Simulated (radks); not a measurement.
Results of a calculation; reference values are marked as such.
Problem. Coherent X-ray form factor from a spherical all-electron density. Code: a radial shooting solver on a logarithmic mesh with Libxc functionals. Model: scalar-relativistic Kohn-Sham, PBE, spin-polarised, spherical densities, finite nucleus; Fermi nuclear charge, rms radius of each element as measured or else 0.836 A^(1/3) + 0.57 fm.

sin(theta)/lambda (1/angstrom),f0 (electrons)
0.05,37.886
0.1,37.548
0.15,36.998
0.2,36.255
0.25,35.341
0.3,34.286
0.4,31.877
0.5,29.275
0.6,26.700
0.8,22.181
1,18.777
1.25,15.700
1.5,13.270
2,9.347

The species is in the configuration that NIST lists as its ground one. Which atom or ion scatters so?

Solution. The lanthanum ion La19+, [Kr] 4d2. Extrapolating in s^2 from the first two rows gives f0(0) = 38.0, near the electron count 38; among species with that count, the fall with angle is slower the higher Z, and the table is that of Z = 57; from so few rows the species is fixed only to a neighbour or two.
